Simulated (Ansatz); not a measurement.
This triplet lies 0.27 eV below the relaxed singlet at the level frozen-core CCSD(T)/aug-cc-pVTZ // PBE-D3(BJ)/def2-SVPD (Ansatz, an electronic-structure program).

Computed with Ansatz with frozen-core CCSD(T)/aug-cc-pVTZ // PBE-D3(BJ)/def2-SVPD.

Ansatz 0.2 input:
```yaml
crystal:
  periodic: [false, false, false]
  atoms:
    - { symbol: B, position_ang: [1.433103, -0.39063, -0.229482] }
    - { symbol: Si, position_ang: [-0.455696, 0.013606, -0.036755] }
    - { symbol: H, position_ang: [2.510787, -0.048316, 0.229094] }
    - { symbol: H, position_ang: [-1.149935, -0.213937, 1.327703] }
    - { symbol: H, position_ang: [-1.372944, -0.80403, -0.950957] }
    - { symbol: H, position_ang: [-0.965316, 1.443307, -0.339603] }
basis:
  gaussian: { orbitals: aug-cc-pVTZ }
correlation:
  method: ccsd_t
total_charge: -1
magnetization:
  spin_polarized: true
  initial_magnetization: 2
```

Output:

```
Functional definition: HF
1047 factors; integrals over basis functions are off by at most 9.8e-4 eV
mean field evaluation 1: about -8593.5127 eV, gradient 1.1e1 eV
mean field evaluation 2: about -8593.5175 eV, gradient 1.1e1 eV
mean field evaluation 4: about -8595.4392 eV, gradient 1.7e0 eV
mean field evaluation 8: about -8595.5039 eV, gradient 3.4e-3 eV
mean field evaluation 16: about -8595.4928 eV, gradient 2.8e-1 eV
mean field evaluation 32: about -8594.1769 eV, gradient 5.6e-3 eV
mean field -8595.50388051 eV, -315.8789413668 hartree, gradient 4.3e-6 eV, S^2 2.019226; 1 other end points of the search recorded, 0 dependent functions left out
determinant -8595.50388051 eV, -315.8789413668 hartree, with singles and doubles -8603.03553887 eV, -316.1557247066 hartree
determinant -8594.17687172 eV, -315.8301746935 hartree, with singles and doubles -8601.22847227 eV, -316.0893162338 hartree
6 core orbitals not correlated
reference -8595.50388051 eV, -315.8789413668 hartree; 7, 5 occupied and 175, 177 virtual orbitals, 1047 factors
second order -6.27757225 eV of doubles, -0.00000000 eV of singles
cycle   1  -7.32869080 eV  change   -6.0e-1 eV  update   2.7e-2
cycle   2  -7.34397914 eV  change   -1.5e-2 eV  update   7.4e-3
cycle   3  -7.34785915 eV  change   -3.9e-3 eV  update   3.8e-3
cycle   4  -7.34914376 eV  change   -1.3e-3 eV  update   1.4e-3
cycle   5  -7.34955818 eV  change   -4.1e-4 eV  update   6.6e-4
cycle   6  -7.34969931 eV  change   -1.4e-4 eV  update   2.5e-4
cycle   7  -7.34972439 eV  change   -2.5e-5 eV  update   9.8e-5
cycle   8  -7.34973080 eV  change   -6.4e-6 eV  update   3.8e-5
cycle   9  -7.34972623 eV  change    4.6e-6 eV  update   1.7e-5
cycle  10  -7.34972021 eV  change    6.0e-6 eV  update   8.1e-6
perturbative correction -0.27513113 eV, -0.0101108825 hartree
Total energy: -8603.12873185 eV, -316.1591494853 hartree
```

Cost: very roughly 4 core-minutes.
